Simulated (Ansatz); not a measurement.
Computed with Ansatz on PBE0-D4/def2-TZVP structures; ΔE is electronic, products minus reactants. CCSD(T)/CBS adds triple-zeta CCSD(T) − MP2 to the extrapolated MP2 energy (def2 sets, frozen cores). Functionals use def2-TZVPP. def2 core potentials past Kr. For In outer-core shells are correlated without core-valence functions, which leaves a few kJ/mol of doubt a bond. Each species was taken in one conformer, which may not be the lowest.

Reaction (cleavage of the Si–In bond): `[F][In]([F])[SiH3]` + `C=C[SiH](C)O` → `C=C[SiH](C)O[SiH3]` + `[F][InH][F]`

`[F][In]([F])[SiH3]`:

Z-matrix (Å, degrees):
```
Si
In 1 2.541
H 1 1.482 2 108.7
H 1 1.483 2 107.5 3 -119.7
H 1 1.482 2 108.5 3 120.7
F 2 1.944 1 127.2 3 25.4
F 2 1.944 1 126.9 3 -155.2
```

`C=C[SiH](C)O`:

Z-matrix (Å, degrees):
```
Si
C 1 1.862
O 1 1.652 2 110.3
C 1 1.866 2 109.5 3 -123.9
H 1 1.486 2 110.4 3 115.1
C 2 1.331 1 123.2 3 -7.5
H 2 1.090 1 119.0 3 172.0
H 3 0.958 1 117.1 2 -66.5
H 4 1.094 1 110.4 2 -59.8
H 4 1.093 1 111.4 2 59.7
H 4 1.092 1 110.9 2 -179.4
H 6 1.087 2 122.5 1 179.4
H 6 1.087 2 121.4 1 -1.2
```

`C=C[SiH](C)O[SiH3]`:

Z-matrix (Å, degrees):
```
Si
C 1 1.857
O 1 1.642 2 108.9
C 1 1.858 2 111.5 3 120.2
H 1 1.492 2 109.0 3 -118.6
C 2 1.330 1 123.5 3 -3.1
H 2 1.090 1 118.6 3 177.0
Si 3 1.631 1 144.5 2 -86.8
H 4 1.093 1 110.6 2 58.7
H 4 1.092 1 110.9 2 178.6
H 4 1.093 1 110.6 2 -61.0
H 6 1.087 2 122.4 1 -179.8
H 6 1.087 2 121.6 1 0.1
H 8 1.488 3 110.7 1 -17.6
H 8 1.484 3 109.0 1 -138.0
H 8 1.487 3 109.8 1 102.6
```

`[F][InH][F]`:

```xyz
4

F     0.220   -0.800    1.648
In   -0.006    0.155   -0.018
F    -0.139   -1.178   -1.414
H    -0.075    1.823   -0.216
```

```json
{"level": "r2SCANh", "ΔE (kJ/mol)": "-56.1"}
{"level": "CCSD/CBS(def2)", "ΔE (kJ/mol)": "-62.7"}
```

Task: What does CCSD(T)/CBS give? (Estimate.)

Result: Computed: -60.3 kJ/mol. The listed levels differ from it by 4.2, -2.4 kJ/mol.

Largest T1 diagnostic among the species: 0.017.

From r2SCAN to r2SCAN0 (25 % exact exchange), in def2-TZVPP and without D4, ΔE moves by −3.2 kJ/mol. In def2-TZVPP, CCSD(T) changes the Hartree–Fock value by +21.9 kJ/mol (the triples alone add +2.4 kJ/mol) and MP2 by +21.3 kJ/mol. At CCSD(T), def2-SVP lies +6.2 kJ/mol from the extrapolated value and def2-TZVPP −2.7 kJ/mol.
